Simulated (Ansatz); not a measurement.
`C[CH]([SiH3])[AlH][NH2]` + `C[SiH2]C` → `C[SiH](C)[AlH][NH2]` + `CC[SiH3]`  (formal exchange of groups at the Al–C bond)

Isolated molecules relaxed with PBE0-D4/def2-TZVP in Ansatz; ΔE leaves out vibrations. CCSD(T)/CBS adds triple-zeta CCSD(T) − MP2 to the extrapolated MP2 energy (def2 sets, frozen cores). Functionals use def2-TZVPP. Each species was taken in one conformer, which may not be the lowest.

`C[CH]([SiH3])[AlH][NH2]`:

Cartesian coordinates in Å:
```
C -1.185 -0.579 -0.865
C -0.614 0.404 0.168
Si -0.727 -0.282 1.900
Al 1.213 0.986 -0.233
N 2.082 0.173 -1.541
H -0.620 -1.516 -0.876
H -2.227 -0.842 -0.654
H -1.155 -0.176 -1.882
H -1.214 1.327 0.188
H 0.124 -1.501 2.029
H -0.252 0.713 2.902
H -2.122 -0.675 2.254
H 1.957 2.153 0.541
H 3.024 0.392 -1.823
H 1.716 -0.575 -2.107
```

`C[SiH2]C`:

```xyz
11

C     0.726   -1.303    0.524
Si   -0.474    0.133    0.534
C    -0.298    1.183   -1.006
H     0.618   -1.911    1.425
H     1.759   -0.948    0.479
H     0.553   -1.949   -0.341
H    -0.231    0.976    1.740
H    -1.869   -0.384    0.627
H     0.712    1.593   -1.085
H    -1.001    2.019   -0.993
H    -0.494    0.592   -1.904
```

`C[SiH](C)[AlH][NH2]`:

Z-matrix (Å, degrees):
```
C
Si 1 1.886
H 1 1.093 2 110.9
H 1 1.093 2 111.2 3 120.0
H 1 1.093 2 111.0 3 -119.9
C 2 1.886 1 109.6 3 56.3
Al 2 2.458 1 111.5 3 -178.5
H 2 1.499 1 107.5 3 -59.8
H 6 1.092 2 111.2 1 -177.9
H 6 1.093 2 110.6 1 -57.9
H 6 1.093 2 111.1 1 62.0
N 7 1.773 2 117.8 1 4.6
H 7 1.592 2 126.6 1 -175.1
H 12 1.008 7 125.1 2 179.5
H 12 1.007 7 124.8 2 0.1
```

`CC[SiH3]`:

Z-matrix (Å, degrees):
```
C
C 1 1.526
H 1 1.093 2 111.4
H 1 1.093 2 111.6 3 120.1
H 1 1.093 2 111.4 3 -119.8
Si 2 1.876 1 113.4 3 59.9
H 2 1.095 1 110.5 3 -178.6
H 2 1.095 1 110.5 3 -61.7
H 6 1.489 2 110.4 1 -59.6
H 6 1.489 2 110.4 1 59.7
H 6 1.489 2 111.1 1 -180.0
```

```json
{"level": "r2SCAN", "ΔE (kcal/mol)": "1.5"}
{"level": "CCSD(T)/def2-TZVPP", "ΔE (kcal/mol)": "1.8"}
```

Q: What does CCSD(T)/CBS give? (Estimate.)

A: Ansatz gave: +2.0 kcal/mol. The listed levels differ from it by -0.5, -0.2 kcal/mol.

Largest T1 diagnostic among the species: 0.011.

From PBE to PBE0 (25 % exact exchange), in def2-TZVPP and without D4, ΔE moves by +0.8 kcal/mol. The D4 term adds +1.0 kcal/mol with B3LYP and +0.5 kcal/mol with PBE0; it sums over pairs of atoms, weighted by their polarisabilities, and B3LYP, whose exchange is more repulsive, gets the larger term.

B3LYP here is the variant with VWN-RPA as its local correlation; programs differ in this.
